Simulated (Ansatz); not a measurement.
Relaxation of Sr5S5 with RKS r2SCAN-D4/def2-SVP.

```sh
$ ansatz run in.yaml --threads 2 --pin off --events-out ev --progress --plain --max-ram 20480MiB --backend cuda --devices 0, --max-vram 18GiB
```

```yaml
crystal:
  periodic: [false, false, false]
  atoms:
    - {symbol: Sr, position_ang: [1.909890, 0.376740, 2.089400]}
    - {symbol: Sr, position_ang: [-0.896650, -1.335670, 0.427910]}
    - {symbol: Sr, position_ang: [-1.335760, 2.260970, 1.121040]}
    - {symbol: Sr, position_ang: [-1.039650, 0.914920, -2.496850]}
    - {symbol: Sr, position_ang: [2.207700, -0.960620, -1.537910]}
    - {symbol: S, position_ang: [-0.236160, -1.617370, -2.354930]}
    - {symbol: S, position_ang: [0.942630, 1.403140, -0.442910]}
    - {symbol: S, position_ang: [-2.749110, 0.664210, -0.471290]}
    - {symbol: S, position_ang: [-0.660740, 0.290530, 2.778950]}
    - {symbol: S, position_ang: [1.857850, -1.996860, 0.886600]}
basis:
  gaussian: {orbitals: def2-SVP}
hamiltonian: {xc: r2scan, dispersion: d4}
scf: {lower_state_search: "off"}
output: {orbitals: {seedname: orbitals}}
relax: {f_tol: 0.02, max_steps: 100}
```

It took 10 s on 2 threads of AMD EPYC 7R13 on a shared host and a share (18 GiB) of an NVIDIA H100 80GB HBM3, peak host memory 0.92 GiB.

Positions (Å) and forces (eV/Å) at steps 1, 2, 3, 4, 5 of 5:

```xyz
10
step=1 energy=-58355.6246 eV
Sr    1.910    0.377    2.089    0.511    0.328    0.294
Sr   -0.897   -1.336    0.428   -0.404   -0.596    0.155
Sr   -1.336    2.261    1.121   -0.077    0.658    0.131
Sr   -1.040    0.915   -2.497   -0.031    0.414   -0.524
Sr    2.208   -0.961   -1.538    0.579    0.083   -0.357
S    -0.236   -1.617   -2.355   -0.182   -0.700   -0.786
S     0.943    1.403   -0.443    0.383    0.560   -0.173
S    -2.749    0.664   -0.471   -1.046    0.110   -0.132
S    -0.661    0.291    2.779   -0.300   -0.025    1.015
S     1.858   -1.997    0.887    0.566   -0.832    0.376
10
step=2 energy=-58355.9360 eV
Sr    1.970    0.398    2.144   -0.424   -0.323   -0.171
Sr   -0.958   -1.425    0.450    0.150    0.218   -0.064
Sr   -1.369    2.330    1.152   -0.021   -0.562   -0.044
Sr   -1.065    0.947   -2.568   -0.058   -0.386    0.390
Sr    2.274   -0.980   -1.580   -0.465   -0.166    0.287
S    -0.246   -1.717   -2.522    0.195    0.404    0.149
S     1.025    1.526   -0.481   -0.019   -0.030    0.003
S    -2.930    0.723   -0.508    0.427    0.185   -0.032
S    -0.694    0.320    2.963    0.227    0.221   -0.346
S     1.992   -2.121    0.950   -0.012    0.441   -0.171
10
step=3 energy=-58356.0222 eV
Sr    1.925    0.379    2.107    0.086   -0.004    0.121
Sr   -0.918   -1.367    0.432   -0.115   -0.171    0.055
Sr   -1.351    2.270    1.135   -0.094    0.106    0.073
Sr   -1.054    0.918   -2.517   -0.072    0.025   -0.129
Sr    2.220   -0.976   -1.543    0.112   -0.080   -0.083
S    -0.240   -1.691   -2.496    0.022    0.034    0.003
S     1.020    1.518   -0.480   -0.001   -0.001    0.001
S    -2.894    0.721   -0.505    0.031    0.026   -0.004
S    -0.681    0.320    2.929    0.020    0.029   -0.021
S     1.973   -2.092    0.939    0.011    0.036   -0.015
10
step=4 energy=-58356.0318 eV
Sr    1.936    0.375    2.126   -0.001    0.024   -0.030
Sr   -0.936   -1.394    0.441    0.000   -0.001    0.000
Sr   -1.368    2.285    1.147    0.031    0.005   -0.020
Sr   -1.067    0.918   -2.535    0.029    0.018    0.016
Sr    2.237   -0.992   -1.556   -0.003    0.037    0.007
S    -0.235   -1.683   -2.492   -0.007   -0.022   -0.017
S     1.023    1.522   -0.481   -0.019   -0.029    0.009
S    -2.884    0.725   -0.505   -0.029   -0.002   -0.001
S    -0.677    0.325    2.921   -0.011   -0.005    0.026
S     1.972   -2.082    0.934    0.010   -0.025    0.010
10
step=5 energy=-58356.0326 eV
Sr    1.935    0.378    2.122    0.001    0.000    0.001
Sr   -0.937   -1.395    0.441    0.002    0.003   -0.001
Sr   -1.363    2.284    1.145   -0.001    0.001    0.001
Sr   -1.063    0.920   -2.532   -0.001    0.000   -0.001
Sr    2.235   -0.987   -1.555    0.001   -0.001   -0.001
S    -0.234   -1.685   -2.496   -0.001    0.000    0.002
S     1.018    1.515   -0.479    0.000    0.000    0.000
S    -2.888    0.727   -0.506    0.001   -0.001    0.001
S    -0.678    0.327    2.925    0.000   -0.001   -0.001
S     1.976   -2.085    0.935   -0.002    0.000    0.000
```

In the def2 sets Sr takes a core potential; there is no spin–orbit coupling. The structure comes from a short search, and lower isomers may exist.
